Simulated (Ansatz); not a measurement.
Start from `[AlH2][NH][SiH2]Cl` and change one atom or group to get `O[SiH2]N[SiH2]Cl`.

Ansatz, PBE0-D4/def2-TZVP geometries, multiplicity 1. Each molecule was computed in one conformer, which needn't be the lowest.

```tsv
property	`[AlH2][NH][SiH2]Cl`
LUMO energy (ωB97M-V/def2-TZVPP) / eV	0.43
HOMO energy (PBE0/def2-TZVPP) / eV	-8.29
HOMO energy (B3LYP/def2-TZVPP) / eV	-8.03
HOMO–LUMO gap (B3LYP/def2-TZVPP) / eV	6.66
LUMO energy (PBE0/def2-TZVPP) / eV	-1.17
size of the dipole moment (ωB97M-V/def2-TZVPP) / D	1.85
```

(1) Give the same properties after the change, and the shifts. (An estimate is asked.)

Results:

(1) The calculation gave: 
```tsv
property	`O[SiH2]N[SiH2]Cl`	shift
LUMO energy (ωB97M-V/def2-TZVPP) / eV	1.73	1.30
HOMO energy (PBE0/def2-TZVPP) / eV	-8.28	0.01
HOMO energy (B3LYP/def2-TZVPP) / eV	-8.02	0.01
HOMO–LUMO gap (B3LYP/def2-TZVPP) / eV	7.94	1.28
LUMO energy (PBE0/def2-TZVPP) / eV	0.17	1.34
size of the dipole moment (ωB97M-V/def2-TZVPP) / D	2.03	0.18
```

Dipoles are sizes alone; their direction can turn.

B3LYP here is the variant with VWN-RPA as its local correlation; programs differ in this.
